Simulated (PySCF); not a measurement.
RbI, SMILES [Rb][I]. The structure is a stationary point at PBE-D3(BJ)/def2-TZVPD. The def2 effective core potentials stand for the cores of I, Rb; spin–orbit coupling is left out.

Computed with PBE-D3(BJ)/def2-TZVPD run with PySCF 2.14.0.

Harmonic wavenumbers (cm⁻¹): 130. Rotational constants (GHz): 0.9411 (linear); symmetry number 1.

Question: Work out the zero-point energy and the ideal-gas rigid-rotor harmonic-oscillator thermochemistry at 298.15 K and 1 atm.

Answer: ZPE = ½ Σ hcν = ½ × 130 cm⁻¹ = 0.78 kJ/mol. H − E(el) = 11.24 kJ/mol. Entropy in J/(mol K): translation 175.57, rotation 81.44, vibration 12.31, total 269.32. G − E(el) = -69.06 kJ/mol. Cp = 37.15 J/(mol K). Modes under 150 cm⁻¹ make the vibrational entropy uncertain.
